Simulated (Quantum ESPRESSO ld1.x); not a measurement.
Results of a calculation; reference values are marked as such.
These are the eigenvalues of the occupied orbitals of an atom or ion with whole-number occupations (eV). Code: ld1.x of Quantum ESPRESSO 7.5. Model: scalar-relativistic Kohn-Sham, LDA (Slater exchange, VWN5 correlation), spin-polarised, spherical densities, point nucleus.

orbital  eigenvalue
1s up      -67340.3
1s down    -67340.2
2s up      -11593.8
2s down    -11593.5
2p up      -10166.8
2p down    -10166.6
3s up      -2679.65
3s down    -2678.29
3p up      -2255.34
3p down    -2253.98
3d up      -1759.13
3d down    -1757.98
4s up      -568.367
4s down    -565.900
4p up      -428.481
4p down    -426.077
4d up      -249.470
4d down    -247.083
5s up      -89.6929
5s down    -86.8138
5p up      -54.1401
5p down    -50.9582
4f up      -50.6608
4f down    -48.1461
5d up      -14.3925
6s up      -13.4058

Which element is it, and in what charge state? The configuration may be excited. Open shells, if any, are filled with parallel spins first.

Answer. Z = 73, tantalum, charge +1: Ta+ in [Xe] 4f12 5d5 6s1. The list shows which subshells hold electrons but not how many an open one holds; the 1s level, -2474.7 hartree, gives Z - s = 70.4 by -(Z - s)^2/2, which with screening and relativity narrows Z to a few neighbours, and the depths of the outer levels then fix element, charge and occupations together.
